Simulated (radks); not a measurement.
Results of a calculation; reference values are marked as such.
All-electron atom: Sm in [Xe] 4f6 6s2. Code: a radial shooting solver on a logarithmic mesh with Libxc functionals. Model: Dirac Kohn-Sham, PBE, spin-unpolarised, spherical densities, point nucleus; open shells fill j = l - 1/2 first. Some entries of the table are withheld. Estimate them.

orbital  occ.  eigenvalue (hartree)  <1/r> (bohr^-1)  <r> (bohr)
1s1/2       2             -1713.748            68.84     0.02274
2s1/2       2             -279.8906            16.36     0.09649
2p1/2       2                   (1)            16.33     0.08073
2p3/2       4                   (2)            14.56     0.08736
3s1/2       2             -61.30714            5.945      0.2545
3p1/2       2             -55.02243            5.859      0.2442
3p3/2       4             -50.53632            5.412      0.2569
3d3/2       4             -39.64638            5.286      0.2286
3d5/2       6             -38.67214            5.174      0.2326
4s1/2       2             -12.17365            2.476      0.5792
4p1/2       2                   (3)            2.370      0.5934
4p3/2       4                   (4)            2.219      0.6223
4d3/2       4              -4.81999            1.998      0.6650
4d5/2       6              -4.64428            1.961      0.6754
5s1/2       2              -1.58454           0.9422       1.412
5p1/2       2              -0.94202           0.8246       1.596
5p3/2       4              -0.81285           0.7704       1.694
6s1/2       2              -0.13147           0.2897       4.326
4f5/2       6                   (5)              (6)       1.015
4f7/2       0                   (7)              (8)       1.039

Answer. 
(1) 2p1/2 eigenvalue (hartree): -265.2754
(2) 2p3/2 eigenvalue (hartree): -243.1202
(3) 4p1/2 eigenvalue (hartree): -9.76493
(4) 4p3/2 eigenvalue (hartree): -8.78084
(5) 4f5/2 eigenvalue (hartree): -0.09417
(6) 4f5/2 <1/r> (bohr^-1): 1.360
(7) 4f7/2 eigenvalue (hartree): -0.07448
(8) 4f7/2 <1/r> (bohr^-1): 1.339
